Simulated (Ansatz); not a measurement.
Reaction (cleavage of the Si–Ga bond): `N[SiH](O)[GaH2]` + `N[SiH](O)Cl` → `N[Si@H](Cl)O[Si@@H](N)O` + `[GaH3]`

Gas-phase electronic energies from Ansatz, PBE0-D4/def2-TZVP geometries. CBS: MP2 limit from def2 TZ/QZ plus the TZ coupled-cluster correction, frozen cores. DFT in def2-TZVPP. B3LYP here is the variant with VWN-RPA as its local correlation; programs differ in this. For Ga outer-core shells are correlated without core-valence functions, which leaves a few kJ/mol of doubt a bond. Scalar relativity is left out up to krypton. Each species was taken in one conformer, which may not be the lowest.

```
             level  ΔE (kcal/mol)
         r2SCAN-D4          -31.4
               PBE          -24.3
            r2SCAN          -30.9
             B3LYP          -29.7
    MP2/def2-TZVPP          -32.8
CCSD(T)/def2-TZVPP          -31.9
     HF/def2-QZVPP          -38.3
    MP2/def2-QZVPP          -32.8
```

**Question.** What does CCSD(T)/CBS give? (Best estimate.)

**Answer.** Computed: -31.4 kcal/mol. The listed levels differ from it by 0.0, 7.1, 0.5, 1.7, -1.4, -0.5, -6.9, -1.4 kcal/mol.

Largest T1 diagnostic among the species: 0.013.

The D4 term adds −1.9 kcal/mol with B3LYP and −1.2 kcal/mol with PBE0; it sums over pairs of atoms, weighted by their polarisabilities, and B3LYP, whose exchange is more repulsive, gets the larger term. From PBE to PBE0 (25 % exact exchange), in def2-TZVPP and without D4, ΔE moves by −3.0 kcal/mol.

CCSD(T)/CBS has its own doubt, a few kJ/mol and more with outer-core shells, so smaller differences from it don't rank the levels.
